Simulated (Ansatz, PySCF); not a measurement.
Process, species as SMILES: N[SiH3] -> [SiH3] (SiH3) + [NH2] (NH2) (the N-Si bond at the site shown breaks; other sites are not compared here)
Geometries: B3LYP-D3(BJ)/def2-TZVP minima from Ansatz (a first-principles code). Frequencies are from Ansatz or PySCF.

Property: bond dissociation energy (enthalpy at 298 K, with B3LYP-D3(BJ) rigid-rotor harmonic-oscillator terms), in eV. Cores are frozen in the correlated levels unless marked. Open shells are spin-unrestricted. Spin-orbit coupling is left out. No relativistic terms. Basis-set limits of correlation are two-point, X^-3; Hartree-Fock from the larger set.

```csv
level,program,bond dissociation energy (eV)
BHLYP/def2-TZVPD,Ansatz,(withheld)
HSE06/def2-TZVPD,Ansatz,4.23
B2GP-PLYP-D4/def2-TZVPD,Ansatz + dftd4,4.37
B2PLYP/def2-TZVPD,Ansatz,4.31
SCS-MP2/aug-cc-pV(D+d)Z,Ansatz,4.20
SCS-MP2/def2-TZVPPD,Ansatz,4.50
"CCSD(T)/CBS(def2-TZVPPD,def2-QZVPPD)",Ansatz,(withheld)
```

Complete the blanks.


- BHLYP/def2-TZVPD, bond dissociation energy (eV): 4.15
- CCSD(T)/CBS(def2-TZVPPD,def2-QZVPPD), bond dissociation energy (eV): 4.46
